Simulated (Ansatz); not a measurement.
Basis-set extrapolation for H₇NSSi₃, SMILES `[SiH3]N([SiH3])[Si]S` (PBE0-D4/def2-TZVP geometry, frozen core, Ansatz). Multiplicity 1, RHF reference.

```tsv
	def2-TZVPP	def2-QZVPP
HF	-1322.991324	-1323.032652
MP2 correlation	-0.743879	-0.800783
CCSD(T) correlation	-0.848865	not run
```

Energies in hartree. Use E(X) = E(∞) + A·exp(−7.88·√X) for Hartree–Fock and E(X) = E(∞) + B·X^(−2.97) for correlation, with X = 3 and 4, and add CCSD(T) minus MP2 of the smaller set to the MP2 limit.

Task: What is the CCSD(T) energy at the basis-set limit?

Result: HF limit: -1323.032652 + (-0.041328) × 0.13774 = -1323.03834. MP2 limit: -0.800783 + (-0.056904) × 0.74074 = -0.84293. Higher-order term: -0.848865 − (-0.743879) = -0.10499. Total: -1323.98626 hartree, 383.5 kJ/mol below CCSD(T)/def2-TZVPP.
